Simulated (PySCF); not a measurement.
B3LYP has the VWN-RPA correlation part, as in Gaussian. Delta-SCF ions had no search for a lower state. Excitations are Tamm–Dancoff values on a coarser integration grid. The basis has no diffuse functions, so Rydberg states are missing or too high.

# BBr₃, SMILES `BrB(Br)Br` (charge 0, multiplicity 1)

Calculation: B3LYP-D3(BJ)/def2-TZVP (PySCF).

| Property | Result |
|---|---|
| HOMO | -8.04 eV |
| dipole moment | 0.00 D |
| HOMO–LUMO gap | 5.77 eV |
| LUMO | -2.27 eV |
| S1 excitation (TDA) | 4.58 eV |
| S1 oscillator strength | 0.000 |
| brightest of the four lowest singlets (TDA) | 5.89 eV |
| T1 excitation (TDA) | 4.43 eV |
| S1–T1 gap (TDA) | 0.16 eV |
| vertical ionisation energy (Delta-SCF) | 10.22 eV |
| total energy | -7747.5225 Ha |
| cost | very roughly 80 core-seconds |

Bonds (Å): Br1–B2 1.907, B2–Br3 1.907, B2–Br4 1.907. Bond angles (°): Br1–B2–Br3 120.0, Br1–B2–Br4 120.0, Br3–B2–Br4 120.0.
